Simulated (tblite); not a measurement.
C8H13OP.
Geometry (GFN2-xTB, Å), atoms numbered from 1 in this order:
```xyz
23
C8H13OP angstrom
C      1.845    2.224    1.610
C      1.543    1.215    1.033
P      1.177   -0.334    0.233
O      1.135   -1.493    1.129
C      2.484   -0.397   -1.024
C      3.256   -1.466   -1.091
C     -0.368   -0.038   -0.723
C     -1.591   -0.349    0.134
C     -2.862   -0.299   -0.710
C     -1.670    0.621    1.306
H      2.091    3.116    2.109
H      2.592    0.449   -1.687
H      4.048   -1.578   -1.814
H      3.103   -2.278   -0.397
H     -0.391    0.989   -1.090
H     -0.327   -0.714   -1.584
H     -1.469   -1.362    0.534
H     -3.731   -0.527   -0.097
H     -2.995    0.691   -1.141
H     -2.817   -1.024   -1.520
H     -2.543    0.410    1.920
H     -0.780    0.523    1.928
H     -1.735    1.649    0.953
```

Calculated harmonic vibrations of the isolated species, GFN2-xTB (tblite), most abundant isotopes, no scaling. Errors from tens to a few hundred cm⁻¹ against measured bands are possible. One conformer, not necessarily the lowest.

Harmonic wavenumbers (cm⁻¹): 54.8, 60.4, 73.5, 104.5, 120.5, 133.4, 194.3, 212.4, 218.7, 253.2, 286.3, 300.8, 328.4, 390.5, 399.0, 431.2, 476.5, 553.6, 642.6, 663.3, 670.0, 727.4, 765.2, 806.4, 884.1, 909.1, 951.4, 973.4, 982.9, 986.9, 1012.5, 1037.0, 1133.2, 1181.0, 1207.2, 1220.7, 1228.0, 1267.0, 1322.4, 1331.1, 1379.8, 1407.8, 1419.4, 1429.5, 1487.8, 1496.4, 1502.5, 1505.7, 1665.4, 2207.2, 2926.8, 2937.4, 2967.8, 3016.2, 3020.2, 3025.8, 3032.3, 3036.8, 3042.9, 3062.8, 3082.1, 3111.9, 3363.0.

A = 1584, B = 816.1, C = 647.6 MHz; mass 156.070 u (most abundant isotopes); point group C1, symmetry number 1.

Task: Zero-point energy?

Result: Half the sum of the wavenumbers: 40811 cm⁻¹ = 488.21 kJ/mol.

Task: Entropy at 200 K, 1 bar (ideal gas, RRHO, classical rotation)?

Result: Translation 163.54, rotation 121.92, vibration 116.19: S = 401.7 J/(mol K).

Task: And Cp and H(200 K) − H(0)?

Result: Cp = 156.24 J/(mol K), of which vibrations give 122.98 (their classical limit is 63 R = 523.8); H(200 K) − H(0) = 19.44 kJ/mol without the zero-point energy, 12.79 from vibrations.

Task: How do the functions run with temperature in this model?

Result: 
```tsv
T (K)	S (J/(mol K))	Cp (J/(mol K))	H − H(0) (kJ/mol)	G − H(0) (kJ/mol)	ln q(vib)
50	257.2	65.5	2.28	-10.58	0.67
100	313.9	101.1	6.47	-24.92	2.41
298.15	473.3	205.6	37.21	-103.90	9.98
373.15	523.3	241.4	53.99	-141.29	12.71
500	601.5	293.7	88.05	-212.71	17.17
750	735.6	367.6	171.37	-380.37	25.38
1000	848.6	417.1	269.83	-578.78	32.84
```

q(vib) and H(0) count from the zero-point level.

Task: Blend soft modes into free rotors: weight 1/[1 + (100 cm⁻¹/ν̃)⁴] for the oscillator and the rest for a rotor with moment μB/(μ + B), μ = h/(8π²ν), B = 10⁻⁴⁴ kg m². What vibrational entropy results?

Result: 108.89 J/(mol K) in place of 116.19, which changes −T·S at 200 K by +1.46 kJ/mol.

Task: What must be added to the electronic energy to get the Gibbs energy at 200 K and 1 bar?

Result: ZPE + [H(200 K) − H(0)] − T·S = 488.21 + 19.44 − 80.33 = 427.32 kJ/mol.

Hindered rotation and anharmonicity are outside this model. Other conformers, if any are populated, would add a mixing term that is left out. The structure is chiral; the term R ln 2 for an equal mix with its mirror image is left out.
